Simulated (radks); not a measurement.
All-electron atom: Cd I in [Kr] 4d9 5p3 (not the ground configuration).

Method: scalar-relativistic Kohn-Sham, PBE, spin-unpolarised, spherical densities, finite nucleus; Fermi nuclear charge, rms radius 4.6087 fm; computed with a radial shooting solver on a logarithmic mesh with Libxc functionals.

Energy parts (hartree):
total: -5593.64140
kinetic: 5820.37796
electron-nucleus: -13508.58078
Hartree: 2248.40545
exchange-correlation: -153.84403

Orbitals (lengths in bohr, moments of r in powers of bohr; r(max) is where P^2 peaks; r(90%) holds 90 % of the orbital's charge):
1s: occ. 2; eigenvalue (hartree) -975.1182; r(90%) 0.0546; r(max) 0.01968
2s: occ. 2; eigenvalue (hartree) -145.0887; r(90%) 0.203; r(max) 0.1112
2p: occ. 6; eigenvalue (hartree) -130.2276; r(90%) 0.187; r(max) 0.08899
3s: occ. 2; eigenvalue (hartree) -27.34299; r(90%) 0.527; r(max) 0.3239
3p: occ. 6; eigenvalue (hartree) -22.46756; r(90%) 0.537; r(max) 0.3171
3d: occ. 10; eigenvalue (hartree) -14.83794; r(90%) 0.529; r(max) 0.2658
4s: occ. 2; eigenvalue (hartree) -4.24676; r(90%) 1.27; r(max) 0.7946
4p: occ. 6; eigenvalue (hartree) -2.80800; r(90%) 1.40; r(max) 0.8438
4d: occ. 9; eigenvalue (hartree) -0.74251; r(90%) 1.92; r(max) 0.9698
5p: occ. 3; eigenvalue (hartree) -0.13961; r(90%) 5.29; r(max) 2.786

The highest occupied level is 5p at -3.799 eV. The density falls to 0.001 e/bohr^3 at r = 5.06 bohr.
